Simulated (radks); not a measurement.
Values are calculated unless marked as measured or tabulated.
Cu+, 28 electrons, occupied as [Ar] 3d9 4f1 (not the ground configuration).

Level of theory: non-relativistic Kohn-Sham, MS2 meta-GGA, spin-polarised, spherical densities, point nucleus; open shells are filled with parallel spins first; meta-GGA in the generalised Kohn-Sham scheme (a radial shooting solver on a logarithmic mesh with Libxc functionals).

Energy parts (eV):
| part | energy |
|---|---|
| total | -44610.194 |
| kinetic | 44578.276 |
| electron-nucleus | -106197.679 |
| Hartree | 18815.482 |
| exchange-correlation | -1806.273 |

Orbitals (lengths in bohr, moments of r in powers of bohr):
| orbital | occ. | eigenvalue (eV) | <r^2> | <r> | <1/r> |
|---|---|---|---|---|---|
| 1s up | 1 | -8785.793 | 0.003746 | 0.05287 | 28.52 |
| 1s down | 1 | -8785.776 | 0.003746 | 0.05287 | 28.53 |
| 2s up | 1 | -1070.182 | 0.06677 | 0.2380 | 6.210 |
| 2s down | 1 | -1069.727 | 0.06671 | 0.2379 | 6.213 |
| 2p up | 3 | -937.4061 | 0.05291 | 0.2078 | 6.151 |
| 2p down | 3 | -936.9889 | 0.05286 | 0.2077 | 6.153 |
| 3s up | 1 | -137.0535 | 0.5936 | 0.7175 | 1.964 |
| 3s down | 1 | -135.6981 | 0.5951 | 0.7183 | 1.961 |
| 3p up | 3 | -95.3508 | 0.6590 | 0.7479 | 1.833 |
| 3p down | 3 | -93.9959 | 0.6620 | 0.7495 | 1.829 |
| 3d up | 5 | -26.8571 | 1.088 | 0.9125 | 1.467 |
| 3d down | 4 | -25.6124 | 1.123 | 0.9248 | 1.454 |
| 4s up | 0 | -18.3799 | 6.187 | 2.329 | 0.5543 |
| 4s down | 0 | -18.0679 | 6.330 | 2.355 | 0.5479 |
| 4p up | 0 | -11.7500 | 9.627 | 2.885 | 0.4450 |
| 4p down | 0 | -11.5699 | 9.737 | 2.911 | 0.4389 |
| 4f up | 1 | -2.5381 | 84.66 | 8.767 | 0.1273 |

The highest occupied level is 4f up at -2.538 eV. The configuration is held as typed, so some empty levels lie below it. The spin density at the nucleus is -0.3378 e/bohr^3 (1s -0.0417, 2s -0.6967, 3s 0.4005), a Fermi contact field of -17.7 T. Summed over all electrons, <r^2> = 100.2 bohr^2, which gives a Langevin (diamagnetic) susceptibility term of -79.4 x 10^-6 cm^3/mol.
